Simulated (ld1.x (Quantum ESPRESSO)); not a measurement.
# N (Z = 7), PAW: configuration errors across variants

```
Element                 : nitrogen (N)
Generator               : ld1.x (Quantum ESPRESSO) 7.5
Type                    : PAW
Functional              : PBE
Relativity              : scalar-relativistic
Frozen core             : [He]
Valence charge          : 5
Reference configuration : 2s2 2p3
Partial waves           : 2s (bound): rcut 1.05, rcutus 1.10 bohr; 2s channel at -0.75 Ry: rcut 1.05, rcutus 1.10 bohr; 2p (bound): rcut 1.15, rcutus 1.40 bohr; 2p channel at 1 Ry: rcut 1.15, rcutus 1.40 bohr; 3d channel at -0.15 Ry: rcut 1.00, rcutus 1.15 bohr; 3d channel at 1 Ry: rcut 1.00, rcutus 1.15 bohr
Local potential         : all-electron potential smoothed inside 1.30 bohr (lloc = -1)
Core correction         : Bessel-smoothed model core inside 0.55 bohr
Augmentation charge     : GAUSS, radius 1.00 bohr
```

All-electron excitation energies from the reference (eV): (1) 2s2 2p2 13.591; (2) 2s2 2p1 42.445; (3) 2s2 2p0 89.528; (4) 2s2 2p2.5 5.093; (5) 2s1 2p3 25.372; (6) 2s1 2p4 11.508; (7) 2s0 2p5 23.041.

2 further variants failed, have other tests or another functional or relativity, and are left out.

Errors AE − PS in meV (a dash: test not solved or not reliable):

```csv
change,(1),(2),(3),(4),(5),(6),(7),bound ghosts
base,-0.7,-3.7,+2.5,-0.2,-1.0,-0.1,+0.1,none
local potential all-electron potential smoothed inside 1.20 bohr (lloc = -2),-0.6,-3.6,+2.3,-0.2,-1.8,-0.4,-1.5,none
"waves 2p (bound): rcut 1.15, rcutus 1.78 bohr; 2p channel at 1 Ry: rcut 1.15, rcutus 1.78 bohr",-0.9,-5.4,-3.0,-0.3,-2.2,-0.2,-1.4,none
"waves 3d channel at -0.15 Ry: rcut 0.78, rcutus 0.82 bohr; 3d channel at 1 Ry: rcut 0.78, rcutus 0.82 bohr",-0.7,-3.7,+2.5,-0.2,-1.0,-0.1,+0.1,not determined
"all radii but the core radius scaled by about 1.39 (s 1.52, p 1.94, d 1.60 bohr, rcut 1.46/1.60/1.38); local potential all-electron potential smoothed inside 1.80 bohr (lloc = -1); augmentation GAUSS, radius 1.38 bohr",-1.0,+3.1,+72,-0.4,-2.9,-0.5,-1.9,none
core correction Bessel-smoothed model core inside 1.26 bohr,-0.7,-4.4,–,-0.2,-1.1,-0.4,-0.9,none
"wave 2p channel at 1 Ry: rcut 1.15, rcutus 1.40 bohr becomes 2p channel at 0.28 Ry: rcut 1.15, rcutus 1.40 bohr",-0.7,-3.5,+2.5,-0.2,-2.1,-0.5,-1.8,none
local potential all-electron potential smoothed inside 0.96 bohr (lloc = -1),-0.5,-0.8,+2.7,-0.2,-0.8,-0.5,-1.3,none
"waves 2p (bound): rcut 1.15, rcutus 1.28 bohr; 2p channel at 1 Ry: rcut 1.15, rcutus 1.28 bohr",-0.4,-1.1,+5.0,-0.2,-1.5,-0.5,-1.9,none
local potential all-electron potential smoothed inside 1.05 bohr (lloc = -1),-0.5,-1.0,+2.7,-0.2,-0.7,-0.4,-1.1,none
```

Question: Give the same row for: waves 2s (bound): rcut 0.84, rcutus 0.88 bohr; 2s channel at -0.75 Ry: rcut 0.84, rcutus 0.88 bohr.

Answer: -1.2, -8.0, -17, -0.3, -2.2, -0.6, -0.5; bound ghosts: none.
